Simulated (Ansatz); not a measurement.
Program: Ansatz. Geometries: PBE0-D4/def2-TZVP. ΔE: electronic, gas phase. CBS: MP2 limit from def2 TZ/QZ plus the TZ coupled-cluster correction, frozen cores. DFT in def2-TZVPP. B3LYP here is the variant with VWN-RPA as its local correlation; programs differ in this. Each species was taken in one conformer, which may not be the lowest.

Reaction (isomerisation): `C=C[Si](O)(O)[SiH3]` → `C=C[SiH2][SiH](O)O`

`C=C[Si](O)(O)[SiH3]`:

Cartesian coordinates in Å:
```
C 1.944 -0.195 -1.488
C 1.432 0.291 -0.360
Si -0.117 -0.362 0.419
O -0.491 -1.698 -0.476
O 0.117 -0.715 2.013
Si -1.882 1.183 0.440
H 1.470 -1.020 -2.011
H 2.851 0.205 -1.932
H 1.942 1.123 0.125
H -1.316 -2.142 -0.277
H 0.888 -1.245 2.231
H -3.104 0.578 1.042
H -1.524 2.396 1.224
H -2.212 1.601 -0.950
```

`C=C[SiH2][SiH](O)O`:

```xyz
14

C     0.286    0.293   -2.266
C    -0.721    0.896   -1.639
Si   -1.061    0.749    0.191
Si    0.686   -0.369    1.288
O     0.152   -0.555    2.835
O     1.074   -1.803    0.567
H     0.445    0.405   -3.335
H     0.995   -0.344   -1.745
H    -1.392    1.515   -2.234
H    -2.344    0.017    0.408
H    -1.238    2.107    0.779
H     1.980    0.364    1.267
H     0.782   -0.860    3.491
H     0.356   -2.415    0.395
```

```
             level  ΔE (kcal/mol)  difference from CCSD(T)/CBS
            PBE-D4            3.3                          0.0
           ωB97X-V            3.4                          0.1
           ωB97M-V            3.5                          0.2
             B3LYP            3.3                          0.0
     HF/def2-TZVPP            3.5                          0.2
SCS-MP2/def2-TZVPP            3.1                         -0.2
    MP2/def2-QZVPP            3.2                         -0.1
SCS-MP2/def2-QZVPP            3.0                         -0.3
      HF/CBS(def2)            3.4                          0.1
    CCSD/CBS(def2)            3.3                          0.0
       CCSD(T)/CBS            3.3                            0
```

Largest T1 diagnostic among the species: 0.013.
